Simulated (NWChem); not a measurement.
Molecule: Si2H6S; SMILES [SiH3]S[SiH3]

Computed with NWChem. Geometry: optimised at PBE0/def2-SVP.

For level LRC-wPBEh/def2-SVP:

* **highest occupied level (eV)**: -9.30
* **orbital gap (eV)**: 10.98
* **dipole (D)**: 1.18

**Question.** What are these values for level PBE/def2-SVP?

**Answer.** The highest occupied level (eV) is -6.22, the orbital gap (eV) comes out as 5.38 and the dipole (D) is 0.99.
